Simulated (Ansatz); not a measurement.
Seven cases of atomisation energy with Al to Br (electronic energies, kcal/mol); geometries: B3LYP-D3(BJ)/def2-TZVP. The cases were drawn at random from those of this class that have a high level and all functionals, leaving out states under which another spin lies or may lie. Left out are anions, K, Ca, elements past Kr, ionisation of Li, Na and Mg, pi-pi* triplets of linear molecules and other triplets made from a closed-shell parent. Runs that doubt their state, and full CI more than 15 mEh from coupled cluster, are set aside; a case stays where another high level and all functionals remain. AFQMC serves as high level only in triple zeta or larger, with a steady walk, a bar under 0.8 kcal/mol and agreement with other high levels or trials where they ran; where none ran, an unstable determinant or (outside 3d species) a high T1 diagnostic also bars it, so strongly correlated cases are thinned. No case was kept or dropped by the size of a functional's miss. High levels with a bar over 0.5 kcal/mol are left out too, and the seventh case lies inside the range of the six. Affinities count positive where energy is released, gaps as the second state minus the first. B3LYP is by Ansatz (an electronic-structure program) in def2-TZVPD. High levels (Ansatz): P = CCSD(T)/CBS(cc-pV(T+d)Z,cc-pV(Q+d)Z) + [CCSDT(Q) - CCSD(T)]/cc-pV(D+d)Z + core + X2C; Q = CCSD(T)/CBS(cc-pVQZ,cc-pV5Z) + [CCSDT(Q) - CCSD(T)]/cc-pVTZ; R = CCSD(T)/CBS(cc-pVTZ,cc-pVQZ) + [CCSDT(Q) - CCSD(T)]/cc-pVDZ; S = CCSD(T)/CBS(def2-TZVPP,def2-QZVPP) + [CCSDT(Q) - CCSD(T)]/def2-TZVPP + [CCSDTQ - CCSDT(Q)]/def2-SVP. Radicals and triplets start from unrestricted determinants; spin-orbit coupling is neglected. Correlated methods leave the cores frozen (noble-gas shells, and filled d and f shells in the p block). Rows without X2C or -DK are non-relativistic. CBS(X,Y): correlation extrapolated as X^-3, Hartree-Fock from the larger set (Q,5: extrapolated as (X+1)exp(-9√X)). A bracket is a step between two methods taken in the basis named. The functionals are non-relativistic, so their misses hold any scalar relativity. '+ core + X2C': CCSD(T) terms for core correlation (cc-pwCVTZ, 1s frozen past Ne) and scalar relativity (cc-pVTZ-DK). Where a partner has so few electrons that a lower coupled-cluster level is exact, that level stands in. Spin-orbit terms, left out, reach several kcal/mol for Br and I, and more for heavier atoms.

```json
[
 {"case": "GeH2SeBr (SMILES [GeH2][Se]Br, doublet)", "B3LYP": "241.2", "level": "R", "high level": "246.6"},
 {"case": "CH5OSi (SMILES [CH2]O[SiH3], doublet)", "B3LYP": "636.7", "level": "P", "high level": "640.7"},
 {"case": "CH4FSi (SMILES F[CH][SiH3], doublet)", "B3LYP": "524.6", "level": "P", "high level": "526.4"},
 {"case": "C2H5Ga (SMILES C=[CH][GaH2])", "B3LYP": "640.5", "level": "R", "high level": "645.3"},
 {"case": "MgSiH4 (SMILES [MgH][SiH3])", "B3LYP": "318.8", "level": "S", "high level": "323.5"},
 {"case": "SiNH3Cl (SMILES N[SiH]Cl, doublet)", "B3LYP": "437.3", "level": "P", "high level": "441.4"},
 {"case": "GeH2BrF (SMILES [F][GeH2][Br])", "B3LYP": "326.9", "level": "Q", "high level": "withheld"}
]
```

Task: Fit a straight line from B3LYP to the high level over the first six rows by least squares, predict the seventh, and compare with the calculation.

Result: Means: B3LYP 466.52, high level 470.65. Sxx = 136048, Sxy = 135637, slope 0.9970, intercept +5.53 kcal/mol; residual standard deviation 1.3 kcal/mol. Seventh row: 0.9970·(326.9) +5.53 = 331.4 kcal/mol. The calculation gave 339.4 kcal/mol: the line differs from it by -8.0, B3LYP itself by -12.5.
